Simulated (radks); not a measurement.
Q: Excited configurations of Cs III: one electron is placed in a higher orbital outside [Kr] 4d10 5s2 5p4. The ground configuration is [Kr] 4d10 5s2 5p5. All-electron calculation, Dirac Kohn-Sham, PBEsol, spin-unpolarised, spherical densities, point nucleus; open shells are shared between the two j in proportion to 2j + 1. Program: a radial shooting solver on a logarithmic mesh with Libxc functionals. Excitation = E - E(ground); binding = E(ion) - E, where the ion is the core of charge +3; n* = 3/sqrt(2 binding) in atomic units, and the quantum defect is n - n*. Eigenvalue and <r> are those of j = l + 1/2.

outer orbital  excitation (eV)  binding (eV)     n*  quantum defect  eigenvalue (eV)  <r> (bohr)
4f                      21.520        12.662  3.110           0.890           -7.635       2.241
5d                      16.885        17.297  2.661           2.339          -13.403       2.853
5f                      26.760         7.422  4.062           0.938           -5.949       6.278
6p                      21.256        12.926  3.078           2.922          -10.762       4.662
6d                      25.435         8.747  3.742           2.258           -7.289       6.314
6f                      29.206         4.975  4.961           1.039           -4.114       10.55
7s                      25.348         8.833  3.723           3.277           -7.579       7.155
7p                      26.723         7.458  4.052           2.948           -6.312       8.218
7f                      30.641         3.541  5.881           1.119           -3.002       15.78

Estimate the row for 6s.

A: excitation (eV) 17.877; binding (eV) 16.305; n* 2.740; quantum defect 3.260; eigenvalue (eV) -13.763; <r> (bohr) 3.901. The Delta-SCF ionisation energy is 34.182 eV (NIST Atomic Spectra Database: 33.195 eV, semi-empirical). Self-interaction in the functional shifts the binding energies and quantum defects, so they are the method's values and not measured ones. Spin polarisation and multiplet splitting are left out, so open shells lie too high by an amount that depends on their filling. Sharing an open shell by 2j + 1 raises it above the true ground level by a part of the spin-orbit splitting, which enters the differences from NIST.

Beside tabulated values, note that spin-unpolarised runs miss the spin-polarisation part of the exchange energy of open shells.
